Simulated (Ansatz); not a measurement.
Molecule: C3H5N, charge 0, multiplicity 1. SMILES: [C-]#[N+]CC
Structure (B3LYP-D3(BJ)/def2-TZVP (Ansatz, a program for electronic structure) minimum search):
```
C
H 1 1.0915
H 1 1.0915 2 107.51
N 1 1.4250 2 107.93 3 -116.18
C 4 1.1649 3 150.25 1 -177.39
C 1 1.5245 2 110.81 3 121.22
H 6 1.0897 1 110.68 2 60.22
H 6 1.0897 7 108.47 1 -121.61
H 6 1.0905 7 108.67 8 -117.97
```
Charge 0, spin multiplicity 1.

Atomisation energy built up term by term with Ansatz (kcal/mol; UHF references for open shells; valence terms freeze the core; atomic spin-orbit terms are left out). CBS(X,Y): correlation extrapolated as X^-3; Hartree-Fock from the larger set.

| term | basis | kcal/mol |
|---|---|---|
| Hartree-Fock | cc-pVQZ | 641.03 |
| CCSD correlation | CBS(cc-pVTZ,cc-pVQZ) | 228.02 |
| (T) | CBS(cc-pVTZ,cc-pVQZ) | 16.14 |
| core correlation | cc-pwCVTZ | 3.74 |
| scalar relativity (X2C) | cc-pVTZ-DK against cc-pVTZ | -0.65 |
| sum: De |  | 888.3 |

(T) makes 1.8 % of the CCSD(T) atomisation energy; under 5 % is typical of single-reference molecules.
